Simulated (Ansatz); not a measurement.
Reaction (substitution at a C–O bond): `BC([SiH3])OC` + HBr → `BC([SiH3])Br` + CH₃OH

Computed with Ansatz on PBE0-D4/def2-TZVP structures; ΔE is electronic, products minus reactants. CCSD(T)/CBS is the MP2 limit (def2-TZVPP, def2-QZVPP) plus CCSD(T) − MP2 in def2-TZVPP, frozen cores. This one scheme is used for every species. Functionals use def2-TZVPP. For Br outer-core shells are correlated without core-valence functions, which leaves a few kJ/mol of doubt a bond. Scalar relativity is left out up to krypton. Each species was taken in one conformer, which may not be the lowest.

`BC([SiH3])OC`:

Z-matrix (Å, degrees):
```
Si
C 1 1.976
B 1 2.465 2 37.9
H 1 1.489 2 111.5 3 24.8
H 1 1.483 2 106.3 3 142.3
H 1 1.483 2 110.8 3 -97.0
O 2 1.397 1 112.0 3 -120.7
H 2 1.098 1 103.2 3 117.3
H 3 1.194 1 116.4 2 111.5
H 3 1.199 1 93.2 2 -121.7
C 7 1.403 2 114.0 1 -81.2
H 11 1.090 7 107.3 2 -178.5
H 11 1.098 7 111.2 2 -59.4
H 11 1.098 7 111.9 2 62.2
```

HBr:

```xyz
2

Br   -0.187    0.510    0.458
H     0.187   -0.510   -0.458
```

`BC([SiH3])Br`:

Cartesian coordinates in Å:
```
B 1.067 0.602 0.943
C 0.024 -0.469 0.620
Si -0.602 -0.113 -1.148
Br -1.574 -0.491 1.742
H 0.792 1.589 1.555
H 2.164 0.463 0.481
H 0.411 -1.490 0.587
H -1.623 -1.134 -1.478
H 0.533 -0.204 -2.104
H -1.191 1.246 -1.199
```

CH₃OH:

Cartesian coordinates in Å:
```
C 0.113 -0.229 0.249
O -0.341 0.190 -1.018
H 0.270 -1.306 0.192
H -0.619 -0.032 1.041
H 1.065 0.240 0.527
H -0.488 1.137 -0.991
```

| level | ΔE (kcal/mol) |
| --- | --- |
| PBE-D4 | -5.5 |
| r2SCAN-D4 | -6.5 |
| SCS-MP2/def2-TZVPP | -11.2 |
| HF/CBS(def2) | -12.7 |

Problem. What does CCSD(T)/CBS give? (Best estimate.)

Solution. Computed: -10.1 kcal/mol. The listed levels differ from it by 4.6, 3.6, -1.1, -2.6 kcal/mol.

Largest T1 diagnostic among the species: 0.013.

From PBE to PBE0 (25 % exact exchange), in def2-TZVPP and without D4, ΔE moves by −1.6 kcal/mol. In def2-TZVPP, CCSD(T) changes the Hartree–Fock value by +3.7 kcal/mol (the triples alone add +0.7 kcal/mol) and MP2 by +1.8 kcal/mol.
